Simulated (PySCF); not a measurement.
**Electronic structure of Li⁺ (lithium, charge +1) at the UHF level**

Configuration: 1s2, closed-shell 1S. All numbers are calculated (PySCF 2.14, no relativity, point nucleus, in def2-TZVP (5s3p, 14 functions)).

```
Total energy                                     : -7.236372 hartree
One-electron energy                              : -8.8881 hartree
Hartree (Coulomb) energy                         : 3.3034 hartree
Exchange energy                                  : -1.6517 hartree
Kinetic energy                                   : 7.23650 hartree
⟨S²⟩                                             : 0.0000
⟨L²⟩                                             : 0.000
Sum of ⟨r⟩                                       : 1.145 bohr
Sum of ⟨r²⟩                                      : 0.8904 bohr²
Density at the nucleus (Gaussians lack the cusp) : 13.4 bohr⁻³
Langevin diamagnetic susceptibility              : -0.705 ×10⁻⁶ cm³/mol
Time after the integrals                         : 0.06 s of wall time on 1 thread of Neoverse-N1 (shared host)
```

| shell | electrons | mean orbital energy (hartree) | rms radius, mean of both spins (bohr) |
| --- | --- | --- | --- |
| 1s | 2 | -2.79233 | 0.667 |
